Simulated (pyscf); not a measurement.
Structures and frequencies: ωB97X-D3(BJ)/def2-SVP in PySCF.

### Question
Estimate by transition-state theory (the high-pressure limit) the rate constant of difluorosilylene (F–Si:–F) [singlet] + F–SiH(F)–F → F–SiH(F)–Si(F)(F)–F (singlet surface; F–Si broken, F–Si, Si–Si formed) at 1200 K, with ωB97M-D3(BJ)/def2-TZVP energies (ideal gas, 1 atm, RRHO with modes under 100 cm⁻¹ raised to 100, one conformer, R ln 2 for chiral ones without a mode under 150 cm⁻¹; no tunnelling).

### Answer
The electronic barrier is 21.5 kcal/mol and the thermal terms add +44.7, so ΔG‡ = 66.2 kcal/mol. With k_BT/h = 2.50e+13 s⁻¹ and RT = 2.385 kcal/mol, and a volume of 1.64e-19 cm³ per molecule at 1 atm, k = 3.5e-18 cm³ molecule⁻¹ s⁻¹. The product is born with the 43 kcal/mol of the reverse barrier and needs collisions to keep. Wigner's tunnelling factor for 230i cm⁻¹ would be 1.00. A shift of 1 kcal/mol in the barrier changes k by a factor 1.5. This is the saddle that the search found; another between the same sides may lie lower.
